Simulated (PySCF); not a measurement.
## Ionisation energy along the 31-electron series

Calculated with PySCF 2.14 and a two-component X2C-1e Hamiltonian (Gaussian nucleus, no Breit or QED terms), each ion in its own even-tempered basis scaled to its charge; GMP2 freezes [Ne] and drops the highest virtual spinors. Values in eV. NIST values: (m) measured, (s) semi-empirical, (t) theoretical.

| ion | configuration | GHF (screened spin-orbit) | GMP2 (screened spin-orbit) | NIST |
| --- | --- | --- | --- | --- |
| Pd¹⁵⁺ | [Ar] 3d10 4s2 4p1 | 368.05 | 368.75 | 369.1 ± 0.15 (s) |
| Cd¹⁷⁺ | [Ar] 3d10 4s2 4p1 | 448.25 | 448.97 | 452.6 ± 0.3 (s) |

(1) Fill in the row of Ag¹⁶⁺.

Answers

(1) configuration: [Ar] 3d10 4s2 4p1; GHF (screened spin-orbit): 407.16; GMP2 (screened spin-orbit): 407.88; NIST: 408.43 ± 0.16 (s).
